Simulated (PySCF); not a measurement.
quinoxaline (C8H6N2), SMILES n1c2ccccc2ncc1. Geometry optimised at B3LYP-D3(BJ)/def2-SVP.

Computed equilibrium geometry at B3LYP-D3(BJ)/def2-SVP (PySCF confirms it by a frequency run) as bond lengths and angles, and its point group:
point group C2v.
Atoms: C1 C2 C3 C4 N5 C6 C7 N8 C9 C10 H11 H12 H13 H14 H15 H16. Bond lengths (Å): C1–C2 1.420, C1–C10 1.378, C1–H11 1.093, C2–C3 1.378, C2–H12 1.093, C3–C4 1.420, C3–H13 1.091, C4–N5 1.361, C4–C9 1.434, N5–C6 1.313, C6–C7 1.425, C6–H14 1.097, C7–N8 1.313, C7–H15 1.097, N8–C9 1.361, C9–C10 1.420, C10–H16 1.091. Angles (°): C2–C1–C10 120.6, C2–C1–H11 119.4, C10–C1–H11 120.0, C1–C2–C3 120.6, C1–C2–H12 119.4, C3–C2–H12 120.0, C2–C3–C4 120.0, C2–C3–H13 122.2, C4–C3–H13 117.7, C3–C4–N5 119.9, C3–C4–C9 119.3, N5–C4–C9 120.8, C4–N5–C6 116.9, N5–C6–C7 122.3, N5–C6–H14 117.8, C7–C6–H14 119.8, C6–C7–N8 122.3, C6–C7–H15 119.8, N8–C7–H15 117.8, C7–N8–C9 116.9, C4–C9–N8 120.8, C4–C9–C10 119.3, N8–C9–C10 119.9, C1–C10–C9 120.0, C1–C10–H16 122.2, C9–C10–H16 117.7.
